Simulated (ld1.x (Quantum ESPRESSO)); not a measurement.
Ranking ultrasoft potentials for Ga (Z = 31)

All share these settings but for the change named:

| Item | Value |
| --- | --- |
| Element | gallium |
| Generator | ld1.x (Quantum ESPRESSO) 7.5 |
| Type | ultrasoft |
| Functional | LDA (PZ) |
| Relativity | scalar-relativistic |
| Frozen core | [Ar] |
| Valence charge | 13 |
| Reference configuration | 3d10 4s2 4p0.5 (charge +0.5) |
| Partial waves | 4s (bound): rcut 1.80, rcutus 2.05 bohr; 4s channel at 2.7 Ry: rcut 1.80, rcutus 2.05 bohr; 4p (bound): rcut 2.15, rcutus 2.55 bohr; 4p channel at 0.15 Ry: rcut 2.15, rcutus 2.55 bohr; 3d (bound): rcut 0.90, rcutus 1.10 bohr; 3d channel at -0.15 Ry: rcut 0.90, rcutus 1.10 bohr |
| Local potential | all-electron potential smoothed inside 1.45 bohr (lloc = -1) |
| Core correction | a·sin(br)/r model core inside 0.80 bohr |
| Augmentation charge | PSQ, inside the norm-conserving radii |

Test errors are all-electron minus pseudo excitation energies from the reference, over 3d10 4s2 4p1; 3d10 4s2 4p0; 3d10 4s1 4p0; 3d9 4s2 4p2; 3d10 4s1 4p2; 3d10 4s0 4p3; 3d10 4s2 4p1.3. None of these files shows a bound ghost.

The base gives 338.5 meV.

Of 6 variants that were run, those that failed, showed a ghost or another fault, or gave nearly equal values are left out.

A variant can come out equal or close to the base, since the largest error may sit in a test that the change hardly touches while other tests move.

(1) Rank these variants by their largest absolute test error, smallest first.
A. waves 4s (bound): rcut 1.64, rcutus 1.74 bohr; 4s channel at 2.7 Ry: rcut 1.64, rcutus 1.74 bohr
B. waves 4s (bound): rcut 1.80, rcutus 3.02 bohr; 4s channel at 2.7 Ry: rcut 1.80, rcutus 3.02 bohr
C. waves 4s (bound): rcut 1.80, rcutus 2.60 bohr; 4s channel at 2.7 Ry: rcut 1.80, rcutus 2.60 bohr

Results:

(1) B (31.3 meV), A (314.4 meV), C (365.3 meV).
